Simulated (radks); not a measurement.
Results of a calculation; reference values are marked as such.
Task: Species: the hafnium ion Hf+. Configuration: [Xe] 4f14 5d2 7f1 (not the ground configuration). Level of theory: scalar-relativistic Kohn-Sham, PBE, spin-polarised, spherical densities, point nucleus; open shells are filled with parallel spins first (spin-orbit coupling, left out, can overturn this in heavy ions) (a radial shooting solver on a logarithmic mesh with Libxc functionals). Some entries of the table are withheld. Estimate them.

orbital,occ.,eigenvalue (hartree),<1/r> (bohr^-1)
1s down,1,-2399.798,83.84
1s up,1,-2399.798,83.84
2s up,1,-410.8123,19.57
2s down,1,-410.8098,19.57
2p up,3,-360.7472,17.85
2p down,3,-360.7453,17.85
3s up,1,-93.98102,7.241
3s down,1,-93.98092,7.241
3p up,3,-79.02690,6.712
3p down,3,-79.02669,6.712
3d up,5,-61.33955,6.350
3d down,5,-61.33837,6.350
4s up,1,-19.32430,3.067
4s down,1,-19.32303,3.067
4p up,3,-14.41926,2.792
4p down,3,-14.41816,2.792
4d up,5,-8.08343,2.475
4d down,5,-8.08195,2.476
5s up,1,-2.96339,1.169
5s down,1,-2.93539,1.176
5p up,3,-1.81327,0.9724
5p down,3,-1.77285,0.9807
4f up,7,-1.10922,(1)
4f down,7,-1.10250,(2)
5d up,2,-0.57433,(3)
7f up,1,-0.05274,0.06598

Result: 
(1) 4f up <1/r> (bohr^-1): 1.914
(2) 4f down <1/r> (bohr^-1): 1.922
(3) 5d up <1/r> (bohr^-1): 0.6094
